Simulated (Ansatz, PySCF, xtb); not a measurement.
Complex: GeH4 (SMILES [GeH4]) (first 5 atoms) with CH3I (SMILES CI); geometry from B3LYP-D3(BJ)/def2-TZVP, rigid monomers moved along the line of their centres of mass till Ge1···I7 is 4.70 Å.
(charge 0, multiplicity 1):
```csv
atom,x (Å),y (Å),z (Å)
Ge,0.1737,0.2634,0.1122
H,-1.0361,-0.4960,0.6764
H,-0.0282,0.4817,-1.3968
H,1.4535,-0.5465,0.3494
H,0.2839,1.6286,0.8071
C,-1.4506,1.1015,4.2900
I,0.2701,-0.0916,4.8019
H,-2.0687,0.5070,3.6275
H,-1.9672,1.3386,5.2128
H,-1.0872,1.9945,3.7953
```

Counterpoise-corrected where a basis set is named; no monomer relaxation.

Codes used: Ansatz (a program for electronic structure) with Gaussian orbitals; PySCF for the dispersion terms; xtb for the GFN methods. Values without a source in brackets are computed. In def2 rows elements past Kr take small-core potentials, without spin–orbit coupling.

Problem. Predict the interaction energy from PBE0-D3(BJ)/def2-TZVPPD.

Solution. -62 meV

Problem. Predict the interaction energy from GFN2-xTB.

Solution. -69 meV

Problem. Estimate the interaction energy that GFN1-xTB returns for this input.

Solution. -334 meV
